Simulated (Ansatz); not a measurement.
Relaxation of C$_{2}$H$_{4}$BCl (8 atoms, charge 0, multiplicity 1), to a largest force component of 0.02 eV/Å in at most 50 steps.

Level of theory: RKS PBE0-D4/def2-mTZVP in Ansatz 0.2.0.

```xyz
8
Properties=species:S:1:pos:R:3
B -0.614 1.091 -1.130
C 0.149 0.080 -0.566
C 0.309 -0.376 0.842
Cl -0.600 -1.919 1.130
H -1.203 1.924 -1.651
H 0.713 -0.537 -1.264
H -0.098 0.342 1.553
H 1.346 -0.606 1.086
```

Question: Where does it end, and by what steps?

Answer: The run converged. After 6 steps the energy has fallen by 0.033 eV; H5 moved furthest, 0.10 Å.

```
step  energy less start (eV)  largest force component (eV/Å)  accepted
   0                  0.0000                           0.822       yes
   1                 -0.0267                           0.236       yes
   2                 -0.0311                           0.100       yes
   3                 -0.0319                           0.108       yes
   4                 -0.0326                           0.064       yes
   5                 -0.0330                           0.061       yes
   6                 -0.0332                           0.007       yes
```

```xyz
8
Properties=species:S:1:pos:R:3
B -0.571 1.091 -1.118
C 0.142 0.029 -0.596
C 0.284 -0.368 0.824
Cl -0.527 -1.969 1.180
H -1.158 1.992 -1.588
H 0.671 -0.600 -1.315
H -0.165 0.345 1.510
H 1.325 -0.520 1.103
```

Whether the end is a true minimum wasn't checked by a vibrational analysis.

The run took 9.3 s on 2 threads of Intel(R) Xeon(R) 6975P-C (Granite Rapids), on a shared host, peak memory 0.19 GiB.
